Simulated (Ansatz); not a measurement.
The cluster Mg₂F₅⁻, relaxed as a singlet with RKS PBE-D4/def2-SVPD in Ansatz, starting from the GFN1-xTB geometry. Force threshold 0.02 eV/Å.

The structure comes from a short search, and lower isomers may exist.

Start:

```xyz
7

Mg   -0.6066   -1.1981   -1.0988
Mg    0.6805    1.1904    1.0804
F     1.9727    2.3123    0.9672
F    -0.3607   -2.8949   -1.0479
F     0.4537   -0.0971   -0.1509
F    -0.3899    1.1890    2.4201
F    -1.7496   -0.5017   -2.1701
```

Q: Estimate the energy that the relaxation releases and the steps that it takes.

A: 15.5 kcal/mol, in 13 steps; 15 s on 4 threads of Arm Neoverse V2 on a shared host. The force fell under the threshold at step 6, but the optimiser went on and released 0.005 eV more. No frequencies were taken in this run, so the end may be a saddle point.

Q: Does the start keep its bonding?

A: By distances, no bond broke or formed. The bond that changes most is Mg2–F3, from 1.72 to 1.82 Å (atoms count from 1). The end is the same structure that another start reached.

Q: Predict the relaxed structure.

A: 
```
atom   x (Å)   y (Å)   z (Å)
 Mg1  -0.661  -1.248  -1.272
 Mg2   0.662   1.248   1.272
  F3   2.189   2.110   0.771
  F4  -0.032  -2.948  -1.074
  F5   0.000  -0.002   0.002
  F6  -0.333   1.397   2.792
  F7  -1.825  -0.557  -2.491
```
Bond lengths (bridged metal pairs left out): 6 × F–Mg 1.82 to 1.90 Å.
